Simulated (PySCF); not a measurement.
**`C[NH2+][B@H-](N)Cl`, CH₈BClN₂**

Molfile (atoms numbered from 1):
```
CH8BClN2
     RDKit          3D

 13 12  0  0  0  0  0  0  0  0999 V2000
    1.4009   -0.4093    0.2068 C   0  0  0  0  0  0  0  0  0  0  0  0
    0.4477    0.5426   -0.3668 N   0  0  0  0  0  0  0  0  0  0  0  0
   -1.0895    0.3553    0.1959 B   0  0  2  0  0  0  0  0  0  0  0  0
   -1.5461   -0.9896   -0.1991 N   0  0  0  0  0  0  0  0  0  0  0  0
   -1.9438    1.8040   -0.6729 Cl  0  0  0  0  0  0  0  0  0  0  0  0
    2.3907   -0.3328   -0.2649 H   0  0  0  0  0  0  0  0  0  0  0  0
    1.4871   -0.2173    1.2839 H   0  0  0  0  0  0  0  0  0  0  0  0
    0.9783   -1.4127    0.0657 H   0  0  0  0  0  0  0  0  0  0  0  0
    0.7179    1.5137   -0.2007 H   0  0  0  0  0  0  0  0  0  0  0  0
    0.3941    0.4386   -1.3833 H   0  0  0  0  0  0  0  0  0  0  0  0
   -1.0119    0.5402    1.4009 H   0  0  0  0  0  0  0  0  0  0  0  0
   -2.1059   -1.4555    0.5059 H   0  0  0  0  0  0  0  0  0  0  0  0
   -2.0547   -1.0277   -1.0780 H   0  0  0  0  0  0  0  0  0  0  0  0
  1  2  1  0
  2  3  1  0
  3  4  1  0
  3  5  1  0
  1  6  1  0
  1  7  1  0
  1  8  1  0
  2  9  1  0
  2 10  1  0
  3 11  1  1
  4 12  1  0
  4 13  1  0
M  CHG  2   2   1   3  -1
M  END
```

Theory: GIAO B3LYP/6-311G** magnetisability, rotational g tensor and spin-rotation constants, non-relativistic, gas phase in PySCF 2.14.0. Geometry: PBE0-D3(BJ)/def2-SVP.

Task: How diamagnetic is it, and how anisotropic?

Result: Isotropic -1132 × 10⁻³⁰ J/T², or -68.2 × 10⁻⁶ cm³/mol; principal values -1205, -1112, -1080 × 10⁻³⁰ J/T², anisotropy 113 × 10⁻³⁰ J/T² (root of half the summed squared differences of the principal values). The susceptibility is in cgs units.

Task: Split it along the inertial axes a, b, c into diamagnetic and paramagnetic parts about the centre of mass, with the quadrupole moment.

Result: 
```tsv
axis	χ (10⁻⁶ cm³/mol)	diamagnetic (10⁻⁶ cm³/mol)	paramagnetic (10⁻⁶ cm³/mol)	summed x² of all electrons (Å²)	quadrupole Θ (D Å)
a	-72.0	-285.4	213.4	124.3	-4.18
b	-67.1	-598.5	531.4	50.5	+5.01
c	-65.5	-741.8	676.4	16.7	-0.83
```
Anisotropies 2χaa − χbb − χcc = -11.5 and 2χbb − χaa − χcc = +3.3 × 10⁻⁶ cm³/mol. Θ is traceless in Buckingham's convention.

Task: And the rotational g tensor?

Result: 
| axis | rotational constant (GHz) | g | nuclear part | electronic part |
| --- | --- | --- | --- | --- |
| a | 6.1678 | +0.0171 | 0.6354 | -0.6183 |
| b | 2.2993 | -0.0048 | 0.5692 | -0.5740 |
| c | 1.7982 | -0.0022 | 0.5691 | -0.5714 |

Asymmetric top; isotopes 11B, 12C, 35Cl, 1H, 14N; no vibrational averaging.
